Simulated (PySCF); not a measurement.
AlF₂Cl, SMILES [F][Al]([F])[Cl].

Geometry: PBE0-D3(BJ)/def2-SVP.

Calculation: IEF-PCM-M06-2X/def2-SVP (PySCF).

The values are the electrostatic part of the solvation free energy, E(continuum) − E(gas) at the gas-phase geometry, in a cavity of scaled van der Waals radii (PySCF's table); cavitation and dispersion terms are not included. A continuum can't describe solvent molecules that bind to the metal. In vacuum the orbital gap is 10.52 eV. The dipole moment in vacuum is 0.43 D.

Computed values in water (ε = 78.36), cyclohexanone (ε = 15.62), 2-propanol (ε = 19.26):
| solvent | ε | ΔG(elec) (kcal/mol) | dipole (D) | gap (eV) |
|---|---|---|---|---|
| water | 78.36 | -8.0 | 0.32 | 10.81 |
| cyclohexanone | 15.62 | -7.3 | 0.33 | 10.78 |
| 2-propanol | 19.26 | -7.5 | 0.33 | 10.79 |
